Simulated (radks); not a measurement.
Task: Valence configurations of Ru (all share [Kr]). Calculated with a radial shooting solver on a logarithmic mesh with Libxc functionals: Dirac Kohn-Sham, PBEsol, spin-unpolarised, spherical densities, point nucleus; open shells are shared between the two j in proportion to 2j + 1. Order these by energy: 4d6 5s2; 4d6.5 5s1 5p0.5; 4d5.5 5s1.5 5p1; 4d6.5 5s1.5; 4d6 5s1 5p1; 4d8; 4d7.5 5s0.5; 4d7 5s1; 4d7 5p1; 4d5 5s1 5p2.

Result: From the lowest, in eV above it: 4d8 0.000; 4d7.5 5s0.5 0.018; 4d7 5s1 0.332; 4d6.5 5s1.5 0.982; 4d6 5s2 2.007; 4d6.5 5s1 5p0.5 2.831; 4d7 5p1 3.848; 4d6 5s1 5p1 6.007; 4d5.5 5s1.5 5p1 7.686; 4d5 5s1 5p2 14.491. NIST lists [Kr] 4d7 5s1 as the ground configuration; this level of theory puts 4d8 lower, by 0.332 eV. The energies are those of spherical spin-averaged densities, not of single terms.
